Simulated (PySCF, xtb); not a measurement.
C3HClF2, SMILES C(F)=C=C(F)Cl.

GFN2-xTB (xtb) at its own geometry gives an orbital gap of 4.46 eV and a dipole moment of 1.95 D.

Geometry optimised at B3LYP-D3(BJ)/def2-SVP. The structure was generated by enumeration; whether it is a known compound was not checked.

Question: What does B3LYP/def2-TZVP (PySCF) give? (An estimate is asked for; the answer gives what the named calculation found.)

Answer: gap 6.44 eV (levels -7.79 and -1.35 eV), dipole 1.38 D.
